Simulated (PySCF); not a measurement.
2-methylbut-2-ene (C5H10), SMILES CC(=CC)C.

The structure is a stationary point at B3LYP-D3(BJ)/def2-SVP.

Calculation: PBE/def2-TZVP (PySCF).

Symmetry labels are those of the subgroup Cs that the program uses (full group Cs).

Computed valence orbital energies around the gap with their symmetry:
```tsv
orbital	symmetry	energy (eV)
HOMO−7	A"	-10.45
HOMO−6	A"	-9.69
HOMO−5	A"	-9.14
HOMO−4	A'	-9.11
HOMO−3	A'	-8.76
HOMO−2	A'	-8.47
HOMO−1	A'	-7.81
HOMO	A"	-5.51
LUMO	A"	-0.26
LUMO+1	A'	0.51
LUMO+2	A'	1.14
LUMO+3	A'	1.51
```
